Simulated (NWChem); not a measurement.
BeHBr; SMILES [Br][BeH]

Program: NWChem. Pople sets run with spherical d functions. STO-3G and 3-21G are far too small for this property and stand as cheap habits. The geometry was optimised at B3LYP/6-31G* (spherical d). Field at 589 nm.

Q: Order these by “anisotropy (bohr³)”, lowest first: B3LYP/6-31G*; B3LYP/aug-cc-pVDZ; B3LYP/STO-3G; B3LYP/def2-SVP; B3LYP/def2-TZVPD.

A: B3LYP/def2-TZVPD (13.2), B3LYP/aug-cc-pVDZ (13.9), B3LYP/def2-SVP (17.8), B3LYP/STO-3G (18.9), B3LYP/6-31G* (19.7)
